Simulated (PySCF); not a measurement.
```xyz
9

C     -0.5439    -0.7838    -0.1254
C     -0.6030     0.7219     0.2044
Si     1.0988     0.0598    -0.0752
H     -0.8143    -1.4635     0.6759
H     -0.9562    -1.0818    -1.0837
H     -0.9103     0.9828     1.2116
H     -1.0521     1.3609    -0.5487
H      1.7960     0.3646    -1.3419
H      1.9884    -0.1591     1.0843
```

Charge 0, multiplicity 1.

Task: Give the Mulliken and meta-Löwdin atomic charges from ωB97X-D3(BJ)/def2-TZVP // PBE0-D3(BJ)/def2-TZVP run with PySCF.

Result: 
```
atom  Mulliken (e)  meta-Löwdin (e)
----  ------------  ---------------
C1           -0.34            -0.44
C2           -0.34            -0.44
Si3           0.22             0.56
H4            0.12             0.13
H5            0.12             0.13
H6            0.12             0.13
H7            0.12             0.13
H8           -0.02            -0.09
H9           -0.02            -0.09
```
